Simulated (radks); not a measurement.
Spherical quantum dot in the effective-mass picture: electrons in a parabolic well V = omega^2 r^2 / 2 with omega = 0.457, all in effective atomic units (hartree* = m*/eps^2 hartree, bohr* = eps/m* bohr), one dielectric constant everywhere. Method: non-relativistic Kohn-Sham, PBE, spin-polarised, spherical densities; computed with a radial shooting solver with Libxc functionals. Levels are named by radial order and angular momentum (1s, 1p, 1d, 2s, ...), and open shells are averaged over m. Results are scaled to m* = 0.384 and eps = 12.6, for which hartree* = 65.82 meV and bohr* = 1.736 nm.

N = 13, configuration 1s2 1p6 1d(up 5, down 0). This is the lowest configuration that the search found. Occupied and some empty levels:

level    occupation  eigenvalue (meV)  <r> (nm)
1s up             1            298.58     4.490
1s down           1            300.79     4.232
1p up             3            311.31     5.430
1p down           3            315.07     5.305
1d up             5            326.71     6.093
1d down           0            331.18     6.053
2s up             0            332.48     5.127
2s down           0            334.63     5.241
1f up             0            344.28     6.630
1f down           0            348.97     6.644
2p up             0            352.17     5.862
2p down           0            354.49     5.911

Energy (meV): total 2606.67, kinetic 300.45, external 974.96, Hartree 1579.6, exchange-correlation -248.38.

Electron density:

r (nm)  n(r) (e/nm^3)
0.806        0.005696
1.67         0.006889
2.54         0.008483
3.40         0.009823
4.26          0.01017
5.13         0.009040
5.99         0.006637
6.86         0.003859
7.72         0.001715
8.59        0.0005800
9.45        0.0001521
10.3       0.00003060
11.2        4.665e-06
